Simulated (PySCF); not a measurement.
## Spin-rotation constants: `CC[C@]1(C)CCO[SiH2]1`, C6H14OSi

Molfile (atoms numbered from 1):
```
C6H14OSi
     RDKit          3D

 22 22  0  0  0  0  0  0  0  0999 V2000
    2.4626    0.0417    0.3541 C   0  0  0  0  0  0  0  0  0  0  0  0
    1.2740   -0.8924    0.1387 C   0  0  0  0  0  0  0  0  0  0  0  0
   -0.0420   -0.1957   -0.2228 C   0  0  2  0  0  0  0  0  0  0  0  0
    0.0943    0.5720   -1.5389 C   0  0  0  0  0  0  0  0  0  0  0  0
   -0.5028    0.7547    0.8948 C   0  0  0  0  0  0  0  0  0  0  0  0
   -2.0244    0.8723    0.8184 C   0  0  0  0  0  0  0  0  0  0  0  0
   -2.5764   -0.3795    0.4754 O   0  0  0  0  0  0  0  0  0  0  0  0
   -1.5496   -1.3887   -0.2929 Si  0  0  0  0  0  4  0  0  0  0  0  0
    3.3336   -0.5342    0.6608 H   0  0  0  0  0  0  0  0  0  0  0  0
    2.2488    0.7717    1.1310 H   0  0  0  0  0  0  0  0  0  0  0  0
    2.7174    0.5716   -0.5599 H   0  0  0  0  0  0  0  0  0  0  0  0
    1.5222   -1.5990   -0.6571 H   0  0  0  0  0  0  0  0  0  0  0  0
    1.1226   -1.4747    1.0515 H   0  0  0  0  0  0  0  0  0  0  0  0
    0.4445   -0.0888   -2.3293 H   0  0  0  0  0  0  0  0  0  0  0  0
   -0.8639    0.9874   -1.8456 H   0  0  0  0  0  0  0  0  0  0  0  0
    0.7977    1.3980   -1.4430 H   0  0  0  0  0  0  0  0  0  0  0  0
   -0.0445    1.7415    0.8187 H   0  0  0  0  0  0  0  0  0  0  0  0
   -0.2394    0.3212    1.8620 H   0  0  0  0  0  0  0  0  0  0  0  0
   -2.3226    1.6027    0.0583 H   0  0  0  0  0  0  0  0  0  0  0  0
   -2.4586    1.1755    1.7752 H   0  0  0  0  0  0  0  0  0  0  0  0
   -2.0092   -1.6379   -1.6550 H   0  0  0  0  0  0  0  0  0  0  0  0
   -1.3944   -2.6001    0.5047 H   0  0  0  0  0  0  0  0  0  0  0  0
  1  2  1  0
  3  2  1  1
  3  4  1  0
  3  5  1  0
  5  6  1  0
  6  7  1  0
  7  8  1  0
  8  3  1  0
  1  9  1  0
  1 10  1  0
  1 11  1  0
  2 12  1  0
  2 13  1  0
  4 14  1  0
  4 15  1  0
  4 16  1  0
  5 17  1  0
  5 18  1  0
  6 19  1  0
  6 20  1  0
  8 21  1  0
  8 22  1  0
M  END
```

Computed with PySCF 2.14.0, GIAO PBE0/pcSseg-1 magnetisability, rotational g tensor and spin-rotation constants, non-relativistic, gas phase. Geometry: GFN2-xTB.

Q: Give the nuclear spin-rotation constants along the inertial axes (H = +C I·J) beside the isotropic shieldings.

A: Rotational constants 2.7940, 1.2570, 1.1337 GHz. A star marks the isotopologue with that one atom substituted, in its own axes.
```
atom  isotope  Caa (kHz)  Cbb (kHz)  Ccc (kHz)  mean (kHz)  σ (ppm)
  H9       1H     -0.104     -0.119     -0.077      -0.100     30.7
 H10       1H     -0.291      0.006     -0.118      -0.135     30.9
 H11       1H     -0.258     -0.139      0.008      -0.130     30.5
 H12       1H     -0.274      0.006     -0.108      -0.125     30.1
 H13       1H     -0.273     -0.140      0.024      -0.130     30.1
 H14       1H     -0.267     -0.015     -0.110      -0.131     30.9
 H15       1H     -0.053     -0.131     -0.080      -0.088     30.3
 H16       1H     -0.123     -0.061     -0.118      -0.101     30.5
 H17       1H     -0.211     -0.032     -0.108      -0.117     30.3
 H18       1H     -0.300     -0.133      0.028      -0.135     30.0
 H19       1H     -0.268     -0.114      0.052      -0.110     27.5
 H20       1H     -0.196     -0.040     -0.039      -0.092     27.2
 H21       1H     -0.225     -0.055     -0.006      -0.095     27.0
 H22       1H     -0.250     -0.073      0.022      -0.100     26.9
  C1     13C*      0.368      0.150      0.155       0.224    176.6
  C2     13C*      0.499      0.217      0.173       0.296    151.7
  C3     13C*      0.425      0.182      0.217       0.275    155.5
  C4     13C*      0.470      0.169      0.153       0.264    165.9
  C5     13C*      0.516      0.212      0.214       0.314    143.5
  C6     13C*      0.610      0.218      0.308       0.379    115.2
  O7     17O*     -0.045     -0.160     -0.090      -0.099    305.7
 Si8    29Si*     -1.651     -0.831     -0.780      -1.087    337.3
```
For the geometry as given, no vibrational averaging.

Q: How do the rotational constants and the g tensor change when H9, H10, H11, H12, H13, H14, H15, H16, H17, H18, H19, H20, H21, H22 are replaced by deuterium?

A: Constants 2.1725, 1.0561, 0.9620 GHz; g -0.0136, -0.0086, -0.0073, against -0.0175, -0.0101, -0.0085 before.
